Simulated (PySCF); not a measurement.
# Löwdin shares of the frontier orbitals

Compound: C₃H₁₂AlAs.
Z-matrix (Å and degrees, PBE0-D3(BJ)/def2-SVP geometry), rows numbered from 1:
```
C 
C   1  1.5208
C   2  1.5244  1  114.57
As  3  1.9607  2  113.97  1   -64.22
Al  4  2.5994  3  121.11  2    68.86
H   1  1.0998  2  110.88  3  -177.45
H   1  1.1013  2  111.21  3   -57.55
H   1  1.1019  2  112.33  3    62.69
H   2  1.1041  1  110.05  3  -123.96
H   2  1.1035  1  109.46  3   120.54
H   3  1.1022  2  110.90  1    54.48
H   3  1.0997  2  111.30  1   174.30
H   4  1.5135  3  100.49  2   -65.33
H   4  1.5114  3   99.99  2  -164.82
H   5  1.6061  4   95.22  3    42.12
H   5  1.6021  4   98.11  3   161.73
H   5  1.6027  4   99.50  3   -77.28
```

Theory: TDDFT B3LYP/def2-SVPD, vertical, gas phase, core orbitals frozen in the response in PySCF. The B3LYP/def2-SVPD calculation is non-relativistic and has no spin–orbit coupling, an omission that weighs most on arsenic.

Kohn–Sham orbitals with the atoms that hold most of them (Löwdin shares over 4%, at most four atoms; ? is withheld):

```
orbital  ε (eV)                              atoms
 LUMO+2   -0.12  As4 28%, Al5 21%, H14 15%, C3 11%
 LUMO+1   -0.26   As4 37%, H13 22%, Al5 13%, C3 6%
   LUMO   -0.61                                  ?
   HOMO       ?                                  ?
 HOMO-1   -7.47  Al5 38%, H15 36%, H17 16%, H16 4%
 HOMO-2   -7.98   As4 38%, Al5 20%, C3 10%, H17 9%
 HOMO-3   -9.41   C2 21%, As4 14%, C3 14%, H10 11%
```

**Question.** Which atoms hold the HOMO, and with what shares?

**Answer.** Al5 (bonded to As and 3 H) 37%; H16 (bonded to Al) 35%; H17 (bonded to Al) 18%. By element: hydrogen 53% or more, aluminium 37%.

**Question.** Which atoms hold the LUMO, and with what shares?

**Answer.** As4 (bonded to Al, C and 2 H) 31%; H14 (bonded to As) 14%; H13 (bonded to As) 10%; C3 (bonded to As, C and 2 H) 10%. By element: arsenic 31%, hydrogen 25% or more, carbon 10% or more.

**Question.** What is the HOMO energy, and the HOMO–LUMO gap?

**Answer.** ε(HOMO) = -7.42 eV; the gap is 6.81 eV (0.2501 hartree).

**Question.** How does S1 compare with the orbital gap of 6.81 eV?

**Answer.** S1 is at 6.06 eV (f = 0.0064), 0.74 eV below the gap, made of HOMO→LUMO (64%), HOMO-1→LUMO (31%). Without the coupling terms of the response equations the lowest excitation would equal the gap.

Next come S2 at 6.10 eV (f 0.011), HOMO-1→LUMO (64%), HOMO→LUMO (26%); S3 at 6.30 eV (f 0.020), HOMO→LUMO+1 (64%), HOMO-1→LUMO+1 (16%); S4 at 6.35 eV (f 0.011), HOMO-1→LUMO+1 (56%), HOMO→LUMO+2 (20%), HOMO-1→LUMO+2 (13%); S5 at 6.40 eV (f 0.0021), HOMO→LUMO+2 (65%), HOMO→LUMO+1 (17%), HOMO-1→LUMO+1 (9%).

The run took 4.8 min wall on one thread, Arm Neoverse V1, no GPU, on a shared host.

One conformer stands for the species.
